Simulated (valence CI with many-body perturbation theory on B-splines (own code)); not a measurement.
Hyperfine factors and g values of Ge⁺

Computed by valence CI with perturbative core correlation (CI+MBPT): three valence electrons over a frozen Dirac-Fock core [Ar] 3d10, radial functions for each j: 11 s, 11 p, 9 d, 7 f, 5 g, 2 h, 1 i, with the one-electron correlation potential Σ1 (screened to all orders), the two-electron term Σ2, the three-electron term Σ3, Breit, model QED; selected single and double excitations, second order for the rest (own B-spline code, finite nucleus).

Against 19 measured levels this calculation errs by 274 cm⁻¹ on average and by 523 at most. These come from a selection out of the NIST Handbook of Basic Atomic Spectroscopic Data. Levels without a partner in it may be off by more.

A/g_I is the dipole constant over the nuclear g factor μ/I (μ in nuclear magnetons, uniformly magnetised nucleus), B/Q the quadrupole constant per barn. Both hold the static response of the core; the bare values leave it out. Large factors of s and p1/2 electrons are usually good to 5 to 10 %; those of open d and f shells near neutrality can be off by tens of per cent, and small factors of p3/2, d and f electrons come from cancelling terms and can be off by a factor of two or in sign, in half-filled shells by more. B is blank for J = 1/2, where it vanishes, and for nearly pure S terms. Energies count from the lowest level.

Names give the largest LS component (configuration and term), which can be under half, so a name can repeat, a term be missing and a line seem to break the LS rules; names also repeat where a configuration has a term twice.

```csv
Level,E (eV),g,A/g_I (MHz),A/g_I bare,B/Q (MHz/b),B/Q bare
4s2 4p 2P°_1/2,0.000,0.666,1880,1710,,
4s2 4p 2P°_3/2,0.218,1.334,332,283,683,563
4s 4p2 4P_1/2,6.353,2.669,6020,5360,,
4s 4p2 4P_3/2,6.442,1.734,2720,2430,632,519
4s 4p2 4P_5/2,6.574,1.600,2610,2340,-818,-674
4s2 5s 2S_1/2,7.724,2.002,1960,1790,,
4s 4p2 2D_3/2,8.010,0.800,-843,-758,661,536
4s 4p2 2D_5/2,8.031,1.202,1710,1540,935,759
4s2 5p 2P°_1/2,9.770,0.666,329,300,,
4s2 5p 2P°_3/2,9.814,1.334,123,108,143,120
4s2 4d 2D_3/2,9.994,0.801,-411,-368,353,290
4s2 4d 2D_5/2,10.016,1.201,922,832,525,431
4s 4p2 2S_1/2,10.584,1.961,11100,10000,,
4s 4p2 2P_1/2,11.260,0.709,1720,1580,,
4s 4p2 2P_3/2,11.397,1.333,-809,-749,-658,-551
4s2 6s 2S_1/2,11.706,2.002,687,627,,
4s2 5d 2D_3/2,12.376,0.800,-18.9,-17.7,36.2,26.7
4s2 5d 2D_5/2,12.381,1.200,66.8,59.5,50.1,36.9
4s2 4f 2F°_7/2,12.403,1.143,2.65,2.46,6.64,2.54
4s2 4f 2F°_5/2,12.403,0.857,0.778,0.798,5.66,2.15
4s2 6p 2P°_1/2,12.488,0.666,124,112,,
4s2 6p 2P°_3/2,12.506,1.334,63.4,56.2,60.2,50.7
4s2 7s 2S_1/2,13.337,2.002,318,290,,
4s2 6d 2D_3/2,13.639,0.800,-3.33,-3.47,11.9,8.20
4s2 6d 2D_5/2,13.642,1.200,20.1,17.7,16.7,11.5
4s2 5f 2F°_7/2,13.663,1.143,2.23,2.06,4.09,1.85
4s2 5f 2F°_5/2,13.663,0.857,0.273,0.307,3.48,1.56
```

Q: Take the isotope of mass number 73, with I = 9/2, μ = -0.87824 μN and Q = -0.196 b. What is the hyperfine structure of 4s 4p2 2D_5/2?

A: From the table A = -333 MHz, B = -183 MHz. Shifts from the centre of gravity in MHz: F = 2: 4490, F = 3: 3550, F = 4: 2270, F = 5: 636, F = 6: -1380, F = 7: -3790.
